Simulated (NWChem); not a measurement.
Species: C₂H₃FO₂Si; SMILES F[Si@@H]1CC(=O)O1

```xyz
9

O      0.2004     2.4143    -0.3322
C      0.0345     1.2654    -0.0893
C     -1.2449     0.4156     0.0012
Si    -0.0404    -0.9379     0.4321
F      0.1770    -2.0876    -0.6766
O      1.0357     0.3693     0.2093
H     -1.7684     0.3460    -0.9638
H     -1.9453     0.7956     0.7587
H      0.0598    -1.5769     1.7577
```
Atoms are numbered in this order, from 1.

Program: NWChem. Medium grid unless said otherwise, to which SCAN and Minnesota functionals are sensitive. Geometry: optimised at PBE0/def2-SVP. Total energies of different functionals are on different scales.

```json
[
 {"level": "B3LYP/def2-SVP", "energy (Ha)": "-617.5669", "highest occupied level (eV)": "(withheld)", "orbital gap (eV)": "(withheld)", "dipole (D)": "3.63"},
 {"level": "PBE/def2-SVP", "energy (Ha)": "-617.0597", "highest occupied level (eV)": "-6.54", "orbital gap (eV)": "5.36", "dipole (D)": "3.35"},
 {"level": "LC-wPBE (HJS exchange hole, range parameter 0.4 per bohr)/def2-SVP", "energy (Ha)": "-617.2176", "highest occupied level (eV)": "-10.93", "orbital gap (eV)": "13.36", "dipole (D)": "3.80"},
 {"level": "TPSSh/def2-SVP", "energy (Ha)": "-617.5703", "highest occupied level (eV)": "-7.28", "orbital gap (eV)": "6.66", "dipole (D)": "3.55"},
 {"level": "BLYP/def2-SVP", "energy (Ha)": "-617.4849", "highest occupied level (eV)": "-6.36", "orbital gap (eV)": "5.36", "dipole (D)": "3.35"},
 {"level": "r2SCAN/def2-SVP", "energy (Ha)": "-617.3669", "highest occupied level (eV)": "-6.94", "orbital gap (eV)": "5.96", "dipole (D)": "3.60"},
 {"level": "LDA (Slater exchange, VWN5)/def2-SVP", "energy (Ha)": "-614.0071", "highest occupied level (eV)": "-6.73", "orbital gap (eV)": "5.32", "dipole (D)": "3.44"},
 {"level": "M06/def2-SVP", "energy (Ha)": "-617.3894", "highest occupied level (eV)": "-8.34", "orbital gap (eV)": "8.21", "dipole (D)": "3.79"}
]
```

### Question
What belongs in the gaps?

### Answer

- B3LYP/def2-SVP, highest occupied level (eV): -7.86
- B3LYP/def2-SVP, orbital gap (eV): 7.56
